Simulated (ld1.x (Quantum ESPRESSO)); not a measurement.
Configuration tests for argon (ultrasoft)

| Quantity | Value |
| --- | --- |
| Element | Ar |
| Generator | ld1.x (Quantum ESPRESSO) 7.5 |
| Type | ultrasoft |
| Functional | LDA (PZ) |
| Relativity | scalar-relativistic |
| Frozen core | [He] |
| Valence charge | 16 |
| Reference configuration | 2s2 2p6 3s2 3p5.75 (charge +0.25) |
| Partial waves | 2s (bound): rcut 0.55, rcutus 0.60 bohr; 3s (bound): rcut 0.55, rcutus 0.60 bohr; 2p (bound): rcut 0.65, rcutus 0.70 bohr; 3p (bound): rcut 0.65, rcutus 0.70 bohr; 3d channel at 0.05 Ry: rcut 0.70, rcutus 0.80 bohr; 3d channel at 0.9 Ry: rcut 0.70, rcutus 0.80 bohr |
| Local potential | all-electron potential smoothed inside 0.45 bohr (lloc = -1) |
| Core correction | Bessel-smoothed model core inside 0.55 bohr |
| Augmentation charge | PSQ, radius 0.50 bohr |

Energies are relative to the spin-unpolarised reference configuration 2s2 2p6 3s2 3p5.75; without spin polarisation the order of configurations can differ from experiment. Spin-polarised rows fill each open shell by Hund’s rule, majority spin first.

| valence configuration | charge | ΔE all-electron (eV) | error AE − PS (meV) |
| --- | --- | --- | --- |
| 2s2 2p6 3s2 3p6 | 0 | -2.944 | -0.7 |
| 2s2 2p6 3s2 3p5 | +1 | 13.214 | -3.9 |
| 2s2 2p6 3s2 3p4 | +2 | 41.948 | -57 |
| 2s2 2p6 3s1 3p6 | +1 | 27.681 | -112 |
| 2s2 2p5 3s2 3p6 | +1 | 246.841 | +1555 |
| 2s2 2p6 3s2 3p5.5 | +0.5 | 3.657 | +0.1 |
| 2s2 2p6 3s2 3p5.75 (spin-polarised) | +0.25 | -0.013 | +12 |
| 2s2 2p6 3s2 3p5 (spin-polarised) | +1 | 12.989 | +226 |

What are ΔE and the potential's error for 2s2 2p6 3s2 3p3?

ΔE = 84.601 eV all-electron; the error (AE − PS) is -274 meV.

Levels in the configuration 2s2 2p5 3s2 3p6:

```csv
level,all-electron (eV),pseudo (eV)
2s,-334.031,-332.217
2p,-270.515,-267.055
3s,-39.667,-39.805
3p,-24.688,-24.489
```
